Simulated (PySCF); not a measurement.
C4H8BN, SMILES C1(B(C)NC1)=C.

Geometry optimised at B3LYP-D3(BJ)/def2-SVP. The structure was generated by enumeration, and PubChem lists no compound with its InChIKey, so it may never have been made.

Two levels are set side by side: PBE/def2-TZVP (PySCF) and B3LYP/def2-TZVP (PySCF). Same geometry, gas phase. Differences are taken from unrounded values.

```tsv
quantity	B3LYP
orbital gap (eV)	6.32
highest occupied level (eV)	-7.02
lowest empty level (eV)	-0.70
dipole moment (D)	1.20
mean polarisability (bohr³)	69.8
```

Task: What does PBE give, and how far is it from B3LYP? (Estimate from the structure and the level; the computed values follow.)

Result: 
```
quantity                       PBE  PBE minus B3LYP
---------------------------  -----  ---------------
orbital gap (eV)              4.65            -1.67
highest occupied level (eV)  -6.11             0.91
lowest empty level (eV)      -1.46            -0.76
dipole moment (D)             1.27             0.07
mean polarisability (bohr³)   71.6              1.8
```

PBE's occupied levels lie high since its potential decays too fast outside the molecule; exact exchange lowers them and widens the gap. Differences between two approximate levels are no errors against the true value.

Rough cost on one machine, each run with all the roots and properties that it gave: B3LYP against PBE within a factor of 2.
